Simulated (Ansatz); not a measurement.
Ideal-gas functions of CH$_{5}$SSn, SMILES `[CH3][SnH][SH]` radical at 400 K and 1 bar, from an Ansatz frequency run at PBE0-D4/def2-TZVP.

Molar mass 167.83 g/mol, point group C1 (symmetry number 1), electronic degeneracy 2, moments of inertia 60.151, 187.38, 238.041 u Å². Harmonic wavenumbers (cm⁻¹, unscaled): 90, 112, 180, 341, 438, 481, 500, 699, 730, 772, 1187, 1438, 1447, 1834, 2715, 3064, 3166, 3176.

Use S(trans) = R[1.5 ln M + 2.5 ln T − 1.1517]; rotational temperatures θ = 24.2544 K / I; S(rot) = R[ln(√π/σ · √(T³/θAθBθC)) + 1.5]; for each mode x = 1.438777 ν̃/T, S = R[x/(eˣ − 1) − ln(1 − e⁻ˣ)] and H = RT x/(eˣ − 1); 1 cm⁻¹ = 0.0119627 kJ/mol; R = 8.31446 J/(mol·K).

Question: By hand: the entropy, in J/(mol·K).

Answer: Translation 178.9. Rotation: θ = 0.4032, 0.1294, 0.1019 K, giving 113.7. Vibration, mode by mode: 17.73, 15.93, 12.07, 7.12, 5.34, 4.72, 4.47, 2.54, 2.33, 2.07, 0.62, 0.29, 0.28, 0.09, 0.01, 0.00, 0.00, 0.00, in all 75.6. Electronic 5.8. Sum 374.0 J/(mol·K).

Question: By hand: H − E and G − E in kJ/mol, counted from the electronic energy.

Answer: Zero-point energy ½ × 22370 × 0.0119627 = 133.8; thermal vibration 15.8; translation, rotation and pV give 4 RT = 13.3. H − E = 162.9 kJ/mol, and G − E = 162.9 − 400 × 374.0/1000 = 13.3 kJ/mol.

Vibration gives 20 % of the entropy, 33.7 J/(mol·K) of it from the modes under 150 cm⁻¹: soft modes count most, and the harmonic formula is weakest for them. The sum counts one conformer and one mirror image; others add a mixing term.
